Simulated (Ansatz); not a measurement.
`C[B]OC`• → B• + 2 C• + 6 H• + O•  (atomization)

Gas-phase electronic energies from Ansatz, PBE0-D4/def2-TZVP geometries. CCSD(T)/CBS adds triple-zeta CCSD(T) − MP2 to the extrapolated MP2 energy (def2 sets, frozen cores). This one scheme is used for every species, atoms too. For atomizations the MP2-based limit and the directly extrapolated one differ by several kJ/mol either way, and by 10 to 25 for some Ge, Se and Sn compounds, so smaller differences from it don't rank the levels. DFT in def2-TZVPP. Open shells (•) are unrestricted, without spin–orbit coupling. Spin–orbit coupling would lower the free atoms: a little for B, C, O. One conformer a species, not always the lowest.

`C[B]OC`•:

```xyz
10

C     1.941   -0.008   -0.063
B     0.460   -0.106    0.410
O    -0.588    0.106   -0.384
C    -1.931    0.011    0.056
H     2.023    0.279   -1.117
H     2.489    0.716    0.546
H     2.445   -0.968    0.082
H    -2.422    0.971   -0.112
H    -2.438   -0.755   -0.533
H    -1.979   -0.247    1.116
```

CCSD(T)/CBS gives +3823.6 kJ/mol.

(1) Another level gave +3785.7 kJ/mol. Which?
A. r2SCAN/def2-TZVPP
B. revPBE/def2-TZVPP
C. BLYP/def2-TZVPP
D. ωB97X-V/def2-TZVPP

Largest T1 diagnostic among the species: 0.014.

Results:

(1) B. revPBE 3785.7, r2SCAN 3868.9, BLYP 3814.2, ωB97X-V 3836.1 kJ/mol.

The D4 term adds +21.0 kJ/mol with B3LYP and +10.9 kJ/mol with PBE0; it sums over pairs of atoms, weighted by their polarisabilities, and B3LYP, whose exchange is more repulsive, gets the larger term. From PBE to PBE0 (25 % exact exchange), in def2-TZVPP and without D4, ΔE moves by −61.4 kJ/mol: exact exchange takes away binding that semilocal exchange gives to molecules. In def2-TZVPP, CCSD(T) changes the Hartree–Fock value by +842.1 kJ/mol (the triples alone add +47.6 kJ/mol) and MP2 by +903.8 kJ/mol; breaking electron pairs costs correlation energy, which Hartree–Fock lacks.

B3LYP here is the variant with VWN-RPA as its local correlation; programs differ in this.
